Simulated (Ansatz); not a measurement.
Born–Oppenheimer molecular dynamics of CH₅FOSSi₂ (11 atoms, charge 0, multiplicity 1). It goes on from the last frame of an earlier run, with new velocities.

Level of theory: Ansatz 0.2.0, RKS B3LYP-D4/STO-3G.

```
ensemble                      : NVE (velocity Verlet)
time step                     : 0.5 fs
steps asked                   : 250
starting velocities drawn for : 300 K
seed                          : 942048
```

First frame:

```xyz
11
Properties=species:S:1:pos:R:3
F -0.812 1.183 0.724
Si 0.339 0.218 -0.073
Si 1.764 -1.007 1.254
O -0.710 -0.813 -1.112
C -1.695 0.029 -1.735
S -2.825 -0.414 -2.740
H 1.218 1.051 -0.828
H 0.944 -1.613 2.303
H 2.611 -0.102 1.988
H 2.472 -2.028 0.499
H -1.608 1.101 -1.424
```

Problem. What does the run give?

Solution. All steps were run.

| Item | Value |
| --- | --- |
| steps done | 250 |
| time covered | 125 fs |
| mean temperature over the second half | 335 K |
| spread of the potential energy over the second half | 5.8 meV per atom |
| mean potential energy of the second half above the start | -3.6 meV per atom |

The conserved energy stayed within 0.063 meV per atom of its start (net change 0.037 meV per atom), so the integration is sound. A run of 0.12 ps of so small a system gives no equilibrium averages. Limits of this set-up: minimal basis.

Problem. What happens to the structure?

Solution. The same pairs are bonded in the first frame and the last. Pairs count as bonded within 1.25 times the sum of covalent radii (0.12 Å more for H–H). The details hang on the random start.

Problem. How do temperature and energy run in time?

Solution. 
```tsv
time (fs)	T (K)	potential energy less start (eV)	conserved less start (meV/atom)
0.0	300	0.000	0.00
6.0	331	-0.036	0.00
12.0	266	0.040	0.02
18.0	312	-0.014	-0.01
24.0	310	-0.011	0.01
30.0	327	-0.032	-0.01
36.0	268	0.037	0.02
42.0	410	-0.129	-0.02
48.0	244	0.066	0.03
54.0	347	-0.055	0.00
60.0	387	-0.101	0.02
66.0	306	-0.007	0.04
72.0	301	-0.001	0.04
78.0	403	-0.120	0.03
84.0	242	0.068	0.06
90.0	297	0.004	0.05
96.0	347	-0.055	0.05
102.0	343	-0.049	0.04
108.0	287	0.015	0.04
114.0	338	-0.044	0.04
120.0	405	-0.122	0.01
```

Run time: 5.6 min on 1 thread of Intel(R) Xeon(R) 6975P-C (Granite Rapids), with other jobs on the host, peak memory 0.12 GiB.
